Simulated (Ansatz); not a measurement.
NbO₂. The state is a doublet with charge 0. Geometry PBE0-D4/def2-TZVP; atoms count from 1.

```csv
atom,x (Å),y (Å),z (Å)
Nb1,0.322,0.774,-0.801
O2,0.325,-0.125,0.850
O3,-0.647,-0.649,-0.048
```

In the def2 sets Nb takes a core potential; there is no spin–orbit coupling. The structure holds 1 bond(s) between oxygen atoms. The charge 0 doublet is spin-contaminated (final ⟨S²⟩ up to 1.52, 0.75 for a pure state). No other spin state of charge 0 was run. The geometry of the doublet was relaxed on an unsound state (⟨S²⟩ 1.52, where a pure state has 0.75). Another isomer (doublet) lies 5.13 eV lower at PBE0-D4/def2-TZVP; other spin states weren't run for this one.

(1) Estimate the Mulliken populations from the PBE0/def2-TZVP orbitals of Ansatz.

(2) Where does the spin sit?

(3) And the Mayer bond orders between bonded heavy atoms (over 0.3)?

Answers

(1) 
```json
{"atom": "Nb1", "charge (e)": "0.62", "spin (α − β)": "1.08", "d electrons": "3.20"}
{"atom": "O2", "charge (e)": "-0.31", "spin (α − β)": "-0.04", "d electrons": "–"}
{"atom": "O3", "charge (e)": "-0.31", "spin (α − β)": "-0.04", "d electrons": "–"}
```
Mulliken values and Mayer orders depend strongly on the basis.

(2) Summed by element: Nb 1.08, O -0.08, of 1 unpaired in all. Largest on single atoms: Nb1 1.08, O3 -0.04, O2 -0.04.

(3) Nb1–O2 1.14 (1.88 Å); Nb1–O3 1.14 (1.88 Å); O2–O3 0.88 (1.42 Å).
